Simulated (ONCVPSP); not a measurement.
An all-electron radial function and its pseudo partner (Cd)

Columns: radius, all-electron u(r) and pseudo u(r) of the 4d shell (level -11.73 eV) of cadmium in the configuration [Ar] 3d10 4s2 4p6 4d10 5s2; PBE, scalar-relativistic, ONCV scheme, ONCVPSP 4.0.1.

```
r (bohr)  all-electron  pseudo
   0.061       -0.0969  0.0015
   0.122       -0.3212  0.0117
   0.183       -0.4637  0.0377
   0.244       -0.4637  0.0840
   0.305       -0.3490  0.1516
   0.366       -0.1673  0.2387
   0.427        0.0391  0.3399
   0.488        0.2422  0.4487
   0.549        0.4254  0.5575
   0.610        0.5809  0.6595
   0.671        0.7058  0.7490
   0.732        0.8009  0.8225
   0.793        0.8685  0.8782
   0.854        0.9125  0.9162
   0.915        0.9365  0.9376
   0.976        0.9443  0.9444
   1.037        0.9395  0.9394
   1.098        0.9250  0.9248
   1.159        0.9032  0.9030
   1.220        0.8761  0.8760
   1.281        0.8454  0.8453
   1.342        0.8123  0.8122
   1.403        0.7778  0.7777
   1.464        0.7427  0.7426
   1.525        0.7076  0.7075
   1.586        0.6729  0.6728
```

Task: How many radial nodes do the two functions have?

Result: The all-electron 4d function has n − l − 1 = 1; the pseudo-wave has 0, since the states of the same l below it are removed with the core.

Task: At about which radius was the pseudo-wave matched?

Result: 1.22 bohr. The columns agree to 0.0005 from 0.98 bohr on; several derivatives are matched, so the curves merge somewhat inside the radius.

Task: Where does each function peak?

Result: Outermost all-electron maximum near 0.98 bohr, pseudo maximum near 0.98 bohr (to the table’s step).

Task: Is the pseudo-wave norm-conserving?

Result: Yes: the ONCV scheme keeps the norm inside the radius equal to the all-electron one, which fixes the energy derivative of the logarithmic derivative at the level.
